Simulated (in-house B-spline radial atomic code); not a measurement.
Values are calculated unless marked as measured or tabulated.
Quantum size effects in thin Sb films (jellium)

The positive ions are smeared into a uniform slab; the electrons are solved self-consistently in the LDA (PW92) on a fine grid across the film. Stabilised jellium adds, inside the slab, the constant potential −n de/dn that makes the bulk stable at the metal's density. No lattice, so no dependence on crystal face. Atomic units unless named. The table is for plain jellium.

Sb: 5 valence electrons per atom, density 6.68 g/cm³, mass 121.76 u, so r_s = 2.14 bohr.

| thickness (nm) | in Fermi wavelengths | filled subbands | work function (eV) | surface energy (J/m²) |
| --- | --- | --- | --- | --- |
| 0.278 | 0.749 | 2 | 4.019 | -0.396 |
| 0.324 | 0.875 | 2 | 3.594 | -0.460 |
| 0.371 | 1.001 | 3 | 3.550 | -0.399 |
| 0.417 | 1.125 | 3 | 3.941 | -0.368 |
| 0.464 | 1.250 | 3 | 3.925 | -0.407 |
| 0.510 | 1.374 | 3 | 3.645 | -0.444 |
| 0.556 | 1.500 | 4 | 3.585 | -0.399 |
| 0.603 | 1.626 | 4 | 3.886 | -0.380 |
| 0.649 | 1.750 | 4 | 3.877 | -0.410 |
| 0.695 | 1.875 | 4 | 3.673 | -0.435 |
| 0.741 | 2.000 | 5 | 3.612 | -0.400 |
| 0.788 | 2.125 | 5 | 3.850 | -0.388 |
| 0.834 | 2.249 | 5 | 3.847 | -0.411 |

**Question.** At what steps in thickness do new subbands fill, and why?

**Answer.** λ_F = 2π/k_F = 7.006 bohr = 0.371 nm. New subbands appear by 1, 1.5, 2 λ_F, each within the grid step of 1/8 λ_F; the true step is half a wavelength (0.185 nm), since a level crosses E_F each time one more half wave at k_F fits across the film.

**Question.** How large is the oscillation of the work function here?

**Answer.** It runs from 3.550 to 4.019 eV over the table, 0.47 eV within the first four rows and 0.24 eV within the last four, about a thick-film value of 3.75 eV. The grid can skip the cusp where a subband opens, so the true swing can be larger; measurement on the bulk metal gives 4.55 to 4.70 eV. The negative surface energies are plain jellium's known failure at high density.

**Question.** The film of 10.51 bohr has subband bottoms at -13.656, -11.159, -7.586, -3.825 eV, measured from the vacuum level. Show that these levels and neutrality give the work function in the table.

**Answer.** Each subband holds (E_F − ε_j)/π electrons per bohr², spin included. Neutrality needs n L = 0.02436 × 10.51 = 0.25602, and π n L × 27.2114 = 21.886 eV. So E_F = (π n L + Σ ε_j)/4 = (21.886 + (-36.226))/4 = -3.585 eV, and the work function is 3.585 eV.
